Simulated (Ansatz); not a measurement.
Calculated with Ansatz (gas phase, PBE0-D4/def2-TZVP geometries, no zero-point term in ΔE). CCSD(T)/CBS adds triple-zeta CCSD(T) − MP2 to the extrapolated MP2 energy (def2 sets, frozen cores). Functionals use def2-TZVPP. For Ge outer-core shells are correlated without core-valence functions, which leaves a few kJ/mol of doubt a bond. Scalar relativity is left out up to krypton. Each species was taken in one conformer, which may not be the lowest.

Reaction (redistribution): `[SiH3][GeH]([SiH3])[Cl]` + `CNC(N)[SiH3]` → `NC([SiH3])N[SiH3]` + `[CH3][GeH]([SiH3])[Cl]`

| level | ΔE (kJ/mol) |
| --- | --- |
| r2SCAN-D4 | -79.8 |
| PBE0-D4 | -72.4 |

**Question.** What does CCSD(T)/CBS give? (An estimate is asked.)

**Answer.** Ansatz gave: -84.5 kJ/mol. The listed levels differ from it by 4.7, 12.1 kJ/mol.

Largest T1 diagnostic among the species: 0.012.

From PBE to PBE0 (25 % exact exchange), in def2-TZVPP and without D4, ΔE moves by −5.6 kJ/mol.

CCSD(T)/CBS has its own doubt, a few kJ/mol and more with outer-core shells, so smaller differences from it don't rank the levels.
